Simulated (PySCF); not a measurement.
Ti(H)3(SH) (H₄STi), SMILES [SH][TiH3], multiplicity 1. Geometry: ωB97X-D3(BJ)/def2-TZVP. The spin state was assumed, not searched.

These are ωB97X-D3(BJ)/def2-TZVP in PySCF values and carry that method's errors.

Harmonic wavenumbers (cm⁻¹): 111, 318, 350, 390, 513, 561, 590, 611, 1774, 1783, 1831, 2666. Rotational constants (GHz): 53.25, 4.677, 4.597; symmetry number 1.

Question: Work out the zero-point energy and the ideal-gas rigid-rotor harmonic-oscillator thermochemistry at 298.15 K and 1 atm.

Answer: ZPE = ½ Σ hcν = ½ × 11497 cm⁻¹ = 68.77 kJ/mol. H − E(el) = 85.28 kJ/mol. Entropy in J/(mol K): translation 164.00, rotation 96.88, vibration 36.82, total 297.70. G − E(el) = -3.47 kJ/mol. Cp = 79.80 J/(mol K). Modes under 150 cm⁻¹ make the vibrational entropy uncertain.
